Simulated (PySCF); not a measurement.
Mg(NH2)(SMe), SMILES C[S][Mg][NH2] (CH5MgNS), singlet (PBE0/def2-SVP optimised geometry):

```
9

Mg     0.691    -0.908     0.000
N      2.578    -0.908     0.000
H      3.185    -0.408    -0.644
H      3.183    -1.427     0.631
S     -1.619    -0.930    -0.013
C     -2.086     0.458     1.089
H     -1.734     0.309     2.119
H     -3.185     0.496     1.110
H     -1.722     1.427     0.717
```

Computed with PBE0/def2-TZVP in PySCF 2.14.0.

Task: What are the frontier orbital energies and the dipole moment?

Result: HOMO-2 -7.22 eV, HOMO-1 -6.42 eV, HOMO -6.38 eV, LUMO -1.03 eV, LUMO+1 -0.11 eV; dipole moment 1.80 D.

On the same geometry PBE/def2-TZVP run with PySCF gives HOMO-2 -6.07 eV, HOMO-1 -5.23 eV, HOMO -5.07 eV, LUMO -1.72 eV, LUMO+1 -0.86 eV; dipole moment 1.73 D.

Meta-Löwdin charges at PBE0/def2-TZVP: Mg1 1.36, N2 -1.13, H3 0.22, H4 0.22, S5 -0.66, C6 -0.39, H7 0.12, H8 0.13, H9 0.12.
